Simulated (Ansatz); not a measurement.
Isolated molecules relaxed with PBE0-D4/def2-TZVP in Ansatz; ΔE leaves out vibrations. CBS: MP2 limit from def2 TZ/QZ plus the TZ coupled-cluster correction, frozen cores. This one scheme is used for every species. Functionals use def2-TZVPP. B3LYP here is the variant with VWN-RPA as its local correlation; programs differ in this.

Reaction (hydrogenolysis of a C–O bond): `COC#CO[SiH3]` + H₂ → `C#CO[SiH3]` + CH₃OH

```csv
level,ΔE (kcal/mol),difference from CCSD(T)/CBS
PBE-D4,-25.8,4.9
r2SCAN-D4,-27.7,3.0
PBE0-D4,-27.7,3.0
B3LYP-D4,-27.7,3.0
ωB97X-V,-28.2,2.5
B2PLYP,-29.6,1.1
PBE,-26.8,3.9
PBE0,-28.5,2.2
HF/def2-TZVPP,-33.0,-2.3
MP2/def2-TZVPP,-29.9,0.8
CCSD/def2-TZVPP,-31.1,-0.4
MP2/def2-QZVPP,-30.3,0.4
SCS-MP2/def2-QZVPP,-30.6,0.1
HF/CBS(def2),-33.1,-2.4
MP2/CBS(def2),-30.6,0.1
CCSD/CBS(def2),-31.8,-1.1
CCSD(T)/CBS,-30.7,0
```

Largest T1 diagnostic among the species: 0.013.

From PBE to PBE0 (25 % exact exchange), in def2-TZVPP and without D4, ΔE moves by −1.7 kcal/mol. In def2-TZVPP, CCSD(T) changes the Hartree–Fock value by +3.0 kcal/mol (the triples alone add +1.1 kcal/mol) and MP2 by +3.1 kcal/mol.
